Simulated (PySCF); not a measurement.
stibine cation (H3Sb), SMILES [SbH3] (connectivity only; charge and spin as stated), charge +1, multiplicity 2.

The structure is a stationary point at B3LYP-D3(BJ)/def2-TZVPD. The multiplicity is an assumed one; other spin states were not compared. The def2 effective core potentials stand for the cores of Sb; spin–orbit coupling is left out.

The numbers are results of IEF-PCM-M06-2X/def2-TZVPD (PySCF 2.14.0), not measurements.

The values are the electrostatic part of the solvation free energy, E(continuum) − E(gas) at the gas-phase geometry, in a cavity of scaled van der Waals radii (PySCF's table); cavitation and dispersion terms are not included. A continuum can't describe solvent molecules that bind to the metal.

Q: Estimate the values in water (ε = 78.36), tetrahydrofuran (ε = 7.43), diethylether (ε = 4.24). (The exact figures need the calculation; the answer reports its results.)

A: 
| solvent | ε | ΔG(elec) (kcal/mol) |
|---|---|---|
| water | 78.36 | -66.4 |
| tetrahydrofuran | 7.43 | -58.2 |
| diethylether | 4.24 | -51.5 |
